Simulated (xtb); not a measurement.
Al(All)(H)(Me) (C4H9Al), SMILES C=C[CH2][AlH][CH3]. All values are semi-empirical tight-binding results from xtb (GFN2-xTB unless named), good for trends rather than for accurate numbers. Geometry: GFN2-xTB. One conformer was computed; it need not be the lowest.

For metal compounds this method's bond lengths and energies can be far off.

Computed properties:
```json
{
 "orbital_gap": "4.08 eV",
 "zero_point_energy": "66.8 kcal/mol",
 "G − E(el) at 298.15 K (modified RRHO)": "45.5 kcal/mol"
}
```
